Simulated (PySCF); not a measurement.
`InChI=1S/C7H14/c1-2-7-5-3-4-6-7/h7H,2-6H2,1H3`

Geometry (Å), atoms numbered from 1 in this order:
```xyz
21

C     2.722   -0.509    0.201
C     1.634    0.515   -0.083
C     0.268    0.139    0.478
C    -0.791    1.238    0.325
C    -2.114    0.486    0.400
C    -1.844   -0.755   -0.451
C    -0.372   -1.116   -0.169
H     2.466   -1.496   -0.215
H     2.871   -0.639    1.285
H     3.687   -0.207   -0.234
H     1.934    1.494    0.330
H     1.538    0.666   -1.174
H     0.391   -0.056    1.559
H    -0.691    1.715   -0.667
H    -0.689    2.034    1.079
H    -2.978    1.072    0.052
H    -2.318    0.195    1.445
H    -1.970   -0.496   -1.515
H    -2.538   -1.584   -0.244
H     0.153   -1.397   -1.097
H    -0.295   -1.986    0.501
```

Computed with TDDFT CAM-B3LYP/aug-cc-pVDZ excited states, vertical, gas phase (PySCF 2.14.0). Geometry: PBE0-D3(BJ)/def2-SVP.

Problem. Give the one- and two-photon strengths of the lowest singlets.

Solution. δ for parallel linear polarisation; σ at the peak of a Lorentzian of half width 0.1 eV, single beam; Ω is circular over linear.
| state | E (eV) | f | photon λ (nm) | δ (au) | σ (GM) | Ω | main |
| --- | --- | --- | --- | --- | --- | --- | --- |
| S1 | 7.82 | 0.002 | 317 | 24.2 | 0.54 | 0.26 | HOMO→LUMO 0.77 |
| S2 | 7.99 | 0.006 | 311 | 24 | 0.56 | 1.41 | HOMO−1→LUMO 0.83 |
| S3 | 8.11 | 0.009 | 306 | 78.4 | 1.89 | 0.58 | HOMO−3→LUMO 0.36, HOMO→LUMO+2 0.23 |
| S4 | 8.15 | 0.007 | 304 | 13.8 | 0.34 | 0.32 | HOMO−2→LUMO 0.78 |
| S5 | 8.22 | 0.011 | 301 | 87.4 | 2.17 | 0.54 | HOMO→LUMO+2 0.52, HOMO−3→LUMO 0.22 |
| S6 | 8.32 | 0.003 | 298 | 8.28 | 0.21 | 1.49 | HOMO−1→LUMO+2 0.82 |

Among these, the strongest one-photon state is S5, the strongest two-photon state S5, with a dipole change of 3.2 D (relaxed, norm of the difference vector).
